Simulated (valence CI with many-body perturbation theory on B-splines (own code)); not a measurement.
**I XXXII: calculated level list**

Method: valence CI with perturbative core correlation (CI+MBPT): four valence electrons over a frozen Dirac-Fock core [Ar], radial functions for each j: 9 s, 9 p, 10 d, 8 f, 5 g, 3 h, 1 i, with the one-electron correlation potential Σ1 (screened to all orders), the two-electron term Σ2, the three-electron term Σ3, Breit, model QED; selected single and double excitations, second order for the rest (own B-spline code, finite nucleus).

No measured spectrum was set against this ion. As an estimate, large intervals hold to a few tenths of a per cent, small ones and those within an open d or f shell to about a per cent. Core correlation moves these levels by up to 8100 cm⁻¹, and in measured spectra 5 to 20 % of such shifts remained as error; rates that hang on mixing are uncertain with them. Only levels of the ground parity were solved; by the run's estimate the other parity begins above the list, which can be wrong where configurations are misplaced.

Levels 1 to 34 of 34, with energies above the lowest level, (3d3/2^4) J=0. "Leading %" is the weight of the configuration and term that name the level; weights of strongly mixed levels are sums over their largest components and can fall short. In the jj column 3d3/2^4 stands for four electrons in 3d with j = 3/2. Lifetimes count E1, E2, E3, M1 and M2 decay at the calculated energies, and are blank where another channel may lead or the interval is too uncertain; long ones can be off by a factor of two.

```
No.  Configuration  Term  J  E (cm⁻¹)  Leading %              Leading jj  Lifetime  Second component
  1            3d4    3P  0         0         49          3d3/2^4 (91 %)                 43 % 3d4 5D
  2            3d4    5D  1     70697         74    3d3/2^3 3d5/2 (93 %)   88.0 μs       26 % 3d4 3P
  3            3d4    5D  2    113930         78    3d3/2^3 3d5/2 (55 %)    322 μs        6 % 3d4 3P
  4            3d4    3F  4    134170         32    3d3/2^3 3d5/2 (85 %)   32600 s       28 % 3d4 5D
  5            3d4    5D  3    137110         63    3d3/2^3 3d5/2 (56 %)   2.52 ms       18 % 3d4 3F
  6            3d4    5D  0    194570         54  3d3/2^2 3d5/2^2 (88 %)   14.4 μs       28 % 3d4 3P
  7            3d4    3H  4    205490         44  3d3/2^2 3d5/2^2 (80 %)   73.5 μs       41 % 3d4 5D
  8            3d4    3G  3    225600         56  3d3/2^2 3d5/2^2 (61 %)   49.2 μs       24 % 3d4 5D
  9            3d4    3F  2    226470         48  3d3/2^2 3d5/2^2 (65 %)   28.6 μs       22 % 3d4 1D
 10            3d4    3H  5    242850         72  3d3/2^2 3d5/2^2 (99 %)    113 μs       28 % 3d4 3G
 11            3d4    3P  1    250780         61  3d3/2^2 3d5/2^2 (80 %)   26.5 μs       22 % 3d4 3D
 12            3d4    3H  6    257720         62  3d3/2^2 3d5/2^2 (95 %)   30.4 ms       38 % 3d4 1I
 13            3d4    3G  4    278640         64  3d3/2^2 3d5/2^2 (92 %)    220 μs       30 % 3d4 1G
 14            3d4    3D  2    285510         44  3d3/2^2 3d5/2^2 (87 %)    152 μs       34 % 3d4 3P
 15            3d4    3D  3    289310         41  3d3/2^2 3d5/2^2 (80 %)                 40 % 3d4 3F
 16            3d4    3F  4    318180         40    3d3/2 3d5/2^3 (67 %)   21.8 μs       26 % 3d4 5D
 17            3d4    1D  2    338840         33  3d3/2^2 3d5/2^2 (62 %)   18.6 μs       33 % 3d4 3P
 18            3d4    3F  3    343750         47    3d3/2 3d5/2^3 (86 %)   16.6 μs       24 % 3d4 3G
 19            3d4    3G  5    364600         72    3d3/2 3d5/2^3 (99 %)   37.8 μs       28 % 3d4 3H
 20            3d4    3D  1    370030         74    3d3/2 3d5/2^3 (85 %)   12.1 μs       18 % 3d4 3P
 21            3d4    1I  6    373640         62    3d3/2 3d5/2^3 (95 %)   39.3 μs       38 % 3d4 3H
 22            3d4    3F  4    389380         54  3d3/2^2 3d5/2^2 (74 %)                 35 % 3d4 1G
 23            3d4    3P  2    404450         62  3d3/2^2 3d5/2^2 (54 %)   32.7 μs       22 % 3d4 3D
 24            3d4    1S  0    405410         61    3d3/2 3d5/2^3 (82 %)   19.2 μs       38 % 3d4 3P
 25            3d4    1F  3    424670         48    3d3/2 3d5/2^3 (90 %)   23.3 μs       30 % 3d4 3D
 26            3d4    3F  2    427960         49  3d3/2^2 3d5/2^2 (50 %)   21.7 μs       39 % 3d4 3P
 27            3d4    1G  4    489220         55          3d5/2^4 (61 %)   10.7 μs       31 % 3d4 3F
 28            3d4    3F  3    491900         72    3d3/2 3d5/2^3 (98 %)                 26 % 3d4 1F
 29            3d4    3P  1    496610         95    3d3/2 3d5/2^3 (95 %)   16.2 μs                  
 30            3d4    1D  2    504080         47          3d5/2^4 (47 %)   16.6 μs       28 % 3d4 3F
 31            3d4    3P  0    512700         66  3d3/2^2 3d5/2^2 (60 %)                 32 % 3d4 1S
 32            3d4    1G  4    517630         48    3d3/2 3d5/2^3 (68 %)   14.8 μs       39 % 3d4 3F
 33            3d4    1D  2    603720         78    3d3/2 3d5/2^3 (42 %)   11.3 μs       10 % 3d4 3D
 34            3d4    1S  0    732120         80          3d5/2^4 (57 %)   5.87 μs       19 % 3d4 3P
```

The ionisation energy to 3d3 4F_3/2 of the next ion comes out as 1911.9 eV (NIST: 1911 ± 4 eV (theoretical)). All 34 levels together are meant to be complete up to 761400 cm⁻¹.
